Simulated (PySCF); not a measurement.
2-chloro-6-fluorotoluene, C7H6ClF.
InChI=1S/C7H6ClF/c1-5-6(8)3-2-4-7(5)9/h2-4H,1H3

Linear response at PBE0/def2-SVPD (PySCF, frozen core in the response, non-relativistic). Geometry: PBE0-D3(BJ)/def2-SVP; no solvent, vibrations or thermal averaging.

Static isotropic polarisability: 94.84 au (14.05 Å³), principal values 58.4, 105.4, 120.6 au.

**Question.** What is the polarisability at 1064 nm and at the sodium D line?

**Answer.** 95.92 au at 1064 nm (+1.1 %), 98.54 au at 589.3 nm (+3.9 %). The rise at 589.3 nm is 3.44 times that at 1064 nm; a pure ω² law gives 3.26. The lowest singlet lies at 237 nm, shorter than both wavelengths.

**Question.** What is the isotropic C6 coefficient between two such molecules, C6 = (3/π)∫α(iω)² dω?

**Answer.** 3502 au (Eh·bohr⁶) by a ten-point quadrature over imaginary frequencies, which is 2090 eV·Å⁶ or 202 J·nm⁶/mol.

**Question.** Which effective excitation energy ω̄ makes London's formula C6 = (3/4)α²ω̄ exact here?

**Answer.** ω̄ = 4·C6/(3α²) = 0.519 Eh = 14.1 eV. A one-pole form α(ω) = α/(1 − ω²/ω̄²) fitted to the 1064 nm value gives 11.0 eV.

**Question.** What molar refraction at the D line follows from R = (4π/3)·N_A·α′, with α′ the polarisability volume?

**Answer.** α′ = 14.60 Å³ gives R = 36.84 cm³/mol, for isolated, non-vibrating species.

**Question.** How anisotropic is the static polarisability, by Δα² = ½[(α1 − α2)² + (α2 − α3)² + (α3 − α1)²]?

**Answer.** Δα = 56.2 au, or 0.59 of the isotropic value.

**Question.** What n − 1 at the D line would an ideal gas of it have at 273.15 K and 1 atm (2.6868 × 10¹⁹ cm⁻³), by n − 1 = 2π·N·α′?

**Answer.** 24.65 × 10⁻⁴, a formal value whether or not that pressure can be reached.

**Question.** How many electrons N does the Slater–Kirkwood formula C6 = (3/4)·√N·α^(3/2) need to give this C6?

**Answer.** N = (4·C6/3)²/α³ = 25.6; the species has 74 electrons in all.

**Question.** The lowest 6 singlets have (eV, f): 5.23, 0.006; 5.84, 0.051; 6.38, 0.001; 6.59, 0.460; 6.63, 0.000; 6.71, 0.564. What share of the static polarisability do they carry in the sum over states α = Σ f/ω²?

**Answer.** 18.43 au, 19.4 % of α; the largest term, 9.28 au, is that of the state at 6.71 eV. Their oscillator strengths add up to 1.08. Higher states carry the rest.
